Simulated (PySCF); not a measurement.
# Electric field gradients and quadrupole coupling constants

C3H7ClOSi.
Geometry (GFN2-xTB, Å), atoms numbered from 1 in this order:
```xyz
13
C3H7ClOSi angstrom
C      2.6426    0.6190   -0.3828
C      1.4571    0.3911    0.1592
Cl     0.8045    1.5144    1.3210
O      0.6973   -0.6518   -0.1050
Si    -0.8300   -1.0738    0.3627
C     -2.1209    0.1394   -0.3143
H      3.2214    1.4838   -0.1249
H      3.0461   -0.0733   -1.0980
H     -0.8518   -2.3765   -0.2878
H     -0.8971   -1.1413    1.8226
H     -2.0443    1.1163    0.1571
H     -2.0025    0.2817   -1.3862
H     -3.1271   -0.2286   -0.1414
```

Field gradients from the PBE0/pcSseg-1 density (PySCF, non-relativistic), principal values in atomic units, ordered |Vxx| ≤ |Vyy| ≤ |Vzz|:

```csv
atom,Vxx,Vyy,Vzz
Cl3,-1.7508,-1.9176,3.6684
O4,-0.7163,-0.9189,1.6351
```

Find the asymmetry η = (Vxx − Vyy)/Vzz and the couplings χ = eQV/h (234.96 MHz × Q in barn × V in au), with Q(35Cl) = −0.0817 b, Q(17O) = −0.0256 b.

| atom | environment | nucleus | η | χzz (MHz) | χxx (MHz) | χyy (MHz) |
| --- | --- | --- | --- | --- | --- | --- |
| Cl3 | vinyl chlorine | 35Cl | 0.05 | -70.42 | 33.61 | 36.81 |
| O4 | silyl ether oxygen | 17O | 0.12 | -9.84 | 4.31 | 5.53 |

What is Vzz at Cl3 in SI units (1 au = 9.71736 × 10²¹ V/m²)?

3.6684 au = 35.648 × 10²¹ V/m².

And the gradient at the other heavy atoms, for which no coupling is worked out here?

| atom | environment | Vzz (au) | η |
| --- | --- | --- | --- |
| C1 | terminal =CH2 carbon | 0.123 | 0.23 |
| C2 | vinylic C–Cl carbon | 0.365 | 0.61 |
| Si5 | oxygen-bound silicon | 0.734 | 0.15 |
| C6 | Si-methyl carbon | -0.031 | 0.77 |

Were the hydrogens deuterons (Q(2H) = 0.00286 b), χzz would run from 107 kHz (H10) to 233 kHz (H7 and H8).

Geometry: GFN2-xTB, one conformer, isolated molecule. GFN2-xTB bond lengths can be off by several hundredths of an ångström, more for odd bonds, and the gradients follow them. With a basis this small, the couplings can be 20 % off.
